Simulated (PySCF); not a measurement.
PySCF 2.14 output of an unrestricted M06-L calculation on a single atom or ion in aug-cc-pwCVTZ-DK3 (11s10p8d5f1g, 125 functions), with scalar relativity by spin-free X2C-1e:

```
SCF conv_tol = 1e-09
number electrons alpha = 43  beta = 41
    Y. Zhao and D. G. Truhlar.,  J. Chem. Phys. 125, 194101 (2006)
    Y. Zhao and D. G. Truhlar.,  J. Chem. Phys. 125, 194101 (2006)
    Y. Zhao and D. G. Truhlar.,  Theor. Chem. Acc. 120, 215 (2008)
cycle= 1 E= -21532.5090295714  delta_E= -0.0146  |g|= 0.111  |ddm|= 1.39
cycle= 2 E= -21532.5094494734  delta_E= -0.00042  |g|= 0.0768  |ddm|= 0.178
cycle= 3 E= -21532.5098778471  delta_E= -0.000428  |g|= 0.0191  |ddm|= 0.0968
cycle= 4 E= -21532.5099647394  delta_E= -8.69e-05  |g|= 0.00157  |ddm|= 0.0219
cycle= 5 E= -21532.5099691965  delta_E= -4.46e-06  |g|= 0.000785  |ddm|= 0.0291
cycle= 6 E= -21532.509970669  delta_E= -1.47e-06  |g|= 0.000409  |ddm|= 0.00965
cycle= 7 E= -21532.5099711599  delta_E= -4.91e-07  |g|= 9.02e-05  |ddm|= 0.0121
cycle= 8 E= -21532.5099711855  delta_E= -2.56e-08  |g|= 4.97e-06  |ddm|= 0.00334
cycle= 9 E= -21532.5099711856  delta_E= -8e-11  |g|= 6.64e-07  |ddm|= 0.000188
converged SCF energy = -21532.5099711856  <S^2> = 2.0067443  2S+1 = 3.0044929
```

The run itself started from symmetry-adapted Hartree-Fock orbitals and held the occupation by maximum overlap, on a logarithmic radial grid, so the iterations belong to that start.

Question: Which element, charge and spin multiplicity is this?

Answer: Bi- (bismuth, charge -1), multiplicity 3; the state was [Xe] 4f14 5d10 6s2 6p4, high-spin 3P determinant.

Spin-orbit coupling is strong in this species (close to jj coupling), so the high-spin LS determinant is a model state, not a physical level. At M06-L the highest occupied level has a positive energy, so only the finite basis holds that electron; in a semilocal or global hybrid functional this comes from self-interaction and does not mean that the real anion is unbound.
